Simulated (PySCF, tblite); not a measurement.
Species: C8H9PS.
Atom-mapped SMILES: `[CH3:1][C:2]#[C:3][P:4]([CH3:5])[c:6]1[cH:7][cH:8][cH:9][s:10]1` (hydrogens: H11, H12, H13 on C1; H14, H15, H16 on C5; H17 on C7; H18 on C8; H19 on C9)

Jobs on this species (19 atoms, 88 electrons) with PySCF (density fitting) and tblite. Hardware of each: an AMD EPYC 9R45 with one thread, shared host. The host was shared with other jobs, so the times are rough.

| level and settings | work | basis functions | SCF cycles | wall time |
| --- | --- | --- | --- | --- |
| wB97X-D/pcSseg-1 | shieldings, ring-centre shieldings | 229 | ? | ? |
| GFN2-xTB | Hessian by finite differences | – | – | 0.63 s |
| PBE0/pcSseg-1 | shieldings, ring-centre shieldings, charges and field gradients, density and orbital grids written | 229 | ? | ? |
| PBE0-D3(BJ)/def2-SVP, grid level 1 | geometry optimisation from a GFN2-xTB start shaken at random | 193 | ? | ? |
| PBE0/pcSseg-1, IEF-PCM chloroform | shieldings, ring-centre shieldings, charges and field gradients | 229 | 14 | 24 s |
| wB97X-D/def2-SVPD | 10 singlets by full TDDFT, 4 Tamm–Dancoff triplets, polarisability, ΔSCF ions, density and orbital grids written | 283 | 14 | 4.4 min |

Q: Fill in the missing figures.

A: 
- wB97X-D/pcSseg-1; shieldings, ring-centre shieldings: 30 s, 14 SCF cycles
- PBE0/pcSseg-1; shieldings, ring-centre shieldings, charges and field gradients, density and orbital grids written: 32 s, 16 SCF cycles
- PBE0-D3(BJ)/def2-SVP, grid level 1; geometry optimisation from a GFN2-xTB start shaken at random: 2.2 min, 104 SCF cycles

Q: What do all jobs in the table cost together?

A: About 8.0 min; the longest takes about 55 % of that, and about 420 times as long as the shortest.
